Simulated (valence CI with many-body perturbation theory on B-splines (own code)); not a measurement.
Energy levels of Ag14+

Calculated by relativistic CI+MBPT: five valence electrons over a frozen Dirac-Fock core [Ar] 3d10, a basis of 11 s, 11 p, 10 d, 8 f, 5 g, 2 h functions for each j, with the one-electron correlation potential Σ1, the two-electron term Σ2, the three-electron term Σ3, Breit, model QED; selected CI, second order for the rest (own B-spline code, finite nucleus).

No measured spectrum was set against this ion. As an estimate, levels hold to about 250 cm⁻¹ or 0.2 % of their energy and the worst to 1 %, as in measured heavy ions of charge 2 to 7; those with d or f electrons hold less well. Among the levels kept, up to 2000 cm⁻¹ of a level comes from second order outside the variational space, and about a tenth of that is noise between levels of different J, which matters for small intervals.

Levels 46 to 90 of 170, with energies above the lowest level, 4s²4p³ ⁴S°_3/2. "Leading %" is the weight of the configuration and term that name the level; weights of strongly mixed levels are sums over their largest components and can fall short. In the jj column 3d3/2^4 stands for four electrons in 3d with j = 3/2. Lifetimes count E1, E2, E3, M1 and M2 decay at the calculated energies, and are blank where another channel may lead or the interval is too uncertain; long ones can be off by a factor of two.

```csv
No.,Configuration,Term,J,E (cm⁻¹),Leading %,Lifetime,Leading jj
46,4s4p³4d,⁶D°,7/2,783620,83,1.44 ns,4s 4p1/2^2 4p3/2 4d5/2 (27 %)
47,4s4p³4d,⁶D°,9/2,788650,88,2.68 ns,4s 4p1/2^2 4p3/2 4d5/2 (50 %)
48,4p⁵,²P°,1/2,795850,68,44.8 ps,4p1/2 4p3/2^4 (68 %)
49,4s4p³4d,⁴F°,3/2,824050,49,188 ps,4s 4p1/2^2 4p3/2 4d3/2 (38 %)
50,4s4p³4d,⁴D°,5/2,825180,52,198 ps,4s 4p1/2^2 4p3/2 4d5/2 (43 %)
51,4s4p³4d,⁴D°,7/2,839040,67,406 ps,4s 4p1/2 4p3/2^2 4d5/2 (65 %)
52,4s4p³4d,⁴D°,1/2,844500,90,292 ps,4s 4p1/2 4p3/2^2 4d5/2 (40 %)
53,4s4p³4d,⁴D°,3/2,845450,54,212 ps,4s 4p1/2 4p3/2^2 4d3/2 (62 %)
54,4s4p³4d,⁴F°,5/2,848400,52,188 ps,4s 4p1/2 4p3/2^2 4d3/2 (69 %)
55,4s4p³4d,⁴F°,7/2,855310,57,229 ps,4s 4p1/2 4p3/2^2 4d3/2 (61 %)
56,4s4p³4d,⁴G°,5/2,859960,62,115 ps,4s 4p1/2^2 4p3/2 4d3/2 (47 %)
57,4s4p³4d,⁴G°,7/2,865760,50,99.0 ps,4s 4p1/2^2 4p3/2 4d5/2 (33 %)
58,4s4p³4d,⁴F°,9/2,865880,50,259 ps,4s 4p1/2 4p3/2^2 4d5/2 (52 %)
59,4s4p³4d,²S°,1/2,870020,58,116 ps,4s 4p1/2^2 4p3/2 4d3/2 (40 %)
60,4s4p³4d,⁴F°,9/2,875340,59,194 ps,4s 4p1/2 4p3/2^2 4d5/2 (72 %)
61,4s4p³4d,⁴D°,1/2,882420,85,39.9 ps,4s 4p1/2^2 4p3/2 4d3/2 (40 %)
62,4s4p³4d,⁴G°,11/2,886110,94,207 ps,4s 4p1/2 4p3/2^2 4d5/2 (94 %)
63,4s4p³4d,²G°,7/2,892080,65,117 ps,4s 4p1/2^2 4p3/2 4d5/2 (41 %)
64,4s4p³4d,⁴D°,3/2,894220,68,32.5 ps,4s 4p1/2^2 4p3/2 4d3/2 (33 %)
65,4s4p³4d,²G°,9/2,897630,68,193 ps,4s 4p1/2 4p3/2^2 4d3/2 (60 %)
66,4s4p³4d,²D°,5/2,898230,28,23.7 ps,4s 4p1/2^2 4p3/2 4d3/2 (31 %)
67,4s4p³4d,⁴P°,3/2,900280,54,28.3 ps,4s 4p1/2^2 4p3/2 4d5/2 (43 %)
68,4s4p³4d,⁴P°,1/2,911300,60,47.5 ps,4s 4p1/2 4p3/2^2 4d5/2 (58 %)
69,4s4p³4d,⁴P°,5/2,916830,43,10.3 ps,4s 4p1/2 4p3/2^2 4d5/2 (33 %)
70,4s4p³4d,⁴F°,3/2,917360,68,45.7 ps,4s 4p1/2 4p3/2^2 4d3/2 (74 %)
71,4s4p³4d,⁴F°,7/2,918460,33,20.9 ps,4s 4p1/2 4p3/2^2 4d5/2 (26 %)
72,4s4p³4d,⁴F°,5/2,920330,51,38.2 ps,4s 4p1/2 4p3/2^2 4d3/2 (41 %)
73,4s4p³4d,⁴D°,5/2,925990,54,17.5 ps,4s 4p1/2 4p3/2^2 4d5/2 (63 %)
74,4s4p³4d,²D°,3/2,928770,45,13.9 ps,4s 4p1/2 4p3/2^2 4d3/2 (42 %)
75,4s4p³4d,⁴D°,7/2,930950,51,33.4 ps,4s 4p1/2 4p3/2^2 4d5/2 (69 %)
76,4s4p³4d,²G°,9/2,934240,39,115 ps,4s 4p1/2 4p3/2^2 4d5/2 (44 %)
77,4s4p³4d,⁴P°,3/2,935910,54,7.30 ps,4s 4p1/2 4p3/2^2 4d3/2 (64 %)
78,4s4p³4d,²P°,1/2,936670,52,8.94 ps,4s 4p1/2^2 4p3/2 4d3/2 (32 %)
79,4s4p³4d,⁴P°,5/2,939310,57,13.6 ps,4s 4p1/2 4p3/2^2 4d5/2 (51 %)
80,4s4p³4d,²F°,7/2,942320,50,22.3 ps,4s 4p1/2 4p3/2^2 4d5/2 (48 %)
81,4s4p³4d,²D°,3/2,944430,28,8.65 ps,4s 4p1/2^2 4p3/2 4d3/2 (29 %)
82,4s4p³4d,²D°,5/2,947220,42,26.4 ps,4s 4p1/2 4p3/2^2 4d5/2 (45 %)
83,4s4p³4d,⁴S°,3/2,947580,36,7.89 ps,4s 4p1/2 4p3/2^2 4d5/2 (59 %)
84,4s4p³4d,⁴D°,7/2,950840,44,6.20 ps,4s 4p1/2 4p3/2^2 4d3/2 (53 %)
85,4s4p³4d,⁴D°,5/2,951770,54,8.40 ps,4s 4p1/2 4p3/2^2 4d3/2 (37 %)
86,4s4p³4d,⁴P°,1/2,955450,55,5.32 ps,4s 4p1/2 4p3/2^2 4d3/2 (60 %)
87,4s4p³4d,²G°,7/2,959110,33,20.6 ps,4s 4p1/2 4p3/2^2 4d3/2 (37 %)
88,4s4p³4d,²D°,3/2,961010,39,9.43 ps,4s 4p1/2 4p3/2^2 4d5/2 (41 %)
89,4s4p³4d,²P°,3/2,968910,41,6.99 ps,4s 4p1/2 4p3/2^2 4d5/2 (32 %)
90,4s4p³4d,⁴D°,5/2,970180,31,8.72 ps,4s 4p1/2 4p3/2^2 4d5/2 (38 %)
```

Names give the largest LS component (configuration and term), which can be under half, so a name can repeat, a term be missing and a line seem to break the LS rules; names also repeat where a configuration has a term twice.

Where two levels of one J and parity lie close, their mixing, g and order are uncertain.
